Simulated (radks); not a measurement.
Values are calculated unless marked as measured or tabulated.
Ru I, configuration [Kr] 4d5.5 5s1.5 5p1 (fractional occupations, a model configuration). Code: a radial shooting solver on a logarithmic mesh with Libxc functionals. Model: Dirac Kohn-Sham, PBEsol, spin-unpolarised, spherical densities, point nucleus; open shells are shared between the two j in proportion to 2j + 1. Some entries of the table are withheld. Estimate them.

| orbital | occ. | eigenvalue (eV) | <r> (bohr) |
|---|---|---|---|
| 1s1/2 | 2 | -21919.93 | 0.03345 |
| 2s1/2 | 2 | -3157.347 | 0.1454 |
| 2p1/2 | 2 | (1) | 0.1237 |
| 2p3/2 | 4 | (2) | 0.1284 |
| 3s1/2 | 2 | -561.6106 | 0.4027 |
| 3p1/2 | 2 | -468.9510 | 0.3958 |
| 3p3/2 | 4 | -446.7497 | 0.4065 |
| 3d3/2 | 4 | (3) | (4) |
| 3d5/2 | 6 | (5) | (6) |
| 4s1/2 | 2 | (7) | 1.013 |
| 4p1/2 | 2 | -55.1540 | 1.097 |
| 4p3/2 | 4 | -51.6893 | 1.127 |
| 4d3/2 | 2.2 | -10.6791 | 1.541 |
| 4d5/2 | 3.3 | -10.3068 | 1.560 |
| 5s1/2 | 1.5 | -6.6638 | 3.040 |
| 5p1/2 | 0.333333 | -2.4436 | 4.088 |
| 5p3/2 | 0.666667 | -2.2503 | 4.234 |

Answer. 
(1) 2p1/2 eigenvalue (eV): -2918.427
(2) 2p3/2 eigenvalue (eV): -2787.631
(3) 3d3/2 eigenvalue (eV): -282.6279
(4) 3d3/2 <r> (bohr): 0.3822
(5) 3d5/2 eigenvalue (eV): -278.3000
(6) 3d5/2 <r> (bohr): 0.3857
(7) 4s1/2 eigenvalue (eV): -82.9339
